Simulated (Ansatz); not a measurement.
One change: `O[CH2][ZnH]` becomes `OC[AsH2]`.

Ansatz, PBE0-D4/def2-TZVP geometries, multiplicity 1. Each molecule was computed in one conformer, which needn't be the lowest.

Scalar relativity is left out up to krypton.

| property | `O[CH2][ZnH]` |
| --- | --- |
| HOMO–LUMO gap (B3LYP/def2-TZVPP) / eV | 5.32 |
| LUMO energy (PBE/def2-TZVPP) / eV | -1.44 |
| HOMO–LUMO gap (ωB97M-V/def2-TZVPP) / eV | 9.40 |
| size of the dipole moment (B3LYP/def2-TZVPP) / D | 1.36 |
| ideal-gas entropy at 298 K and 1 bar (rigid rotor, harmonic PBE0-D4/def2-TZVP) / J/(mol·K) | 295 |
| LUMO energy (PBE0/def2-TZVPP) / eV | -0.69 |

(1) Give the same properties after the change, and the shifts. (Best estimate.)

Answers

(1) Computed: 
```tsv
property	`OC[AsH2]`	shift
HOMO–LUMO gap (B3LYP/def2-TZVPP) / eV	6.74	1.42
LUMO energy (PBE/def2-TZVPP) / eV	-0.70	0.74
HOMO–LUMO gap (ωB97M-V/def2-TZVPP) / eV	11.06	1.66
size of the dipole moment (B3LYP/def2-TZVPP) / D	1.47	0.11
ideal-gas entropy at 298 K and 1 bar (rigid rotor, harmonic PBE0-D4/def2-TZVP) / J/(mol·K)	301	6
LUMO energy (PBE0/def2-TZVPP) / eV	0.12	0.81
```

With PBE0 the HOMO falls by 0.61 eV and the LUMO rises by 0.81 eV, so the gap widens by about 1.42 eV. PBE moves the HOMO by -0.65 eV and ωB97M-V by -0.54 eV. The zero-point energy changes by 28.5 kJ/mol with +3 modes. Dipoles are sizes alone; their direction can turn.

B3LYP here is the variant with VWN-RPA as its local correlation; programs differ in this.
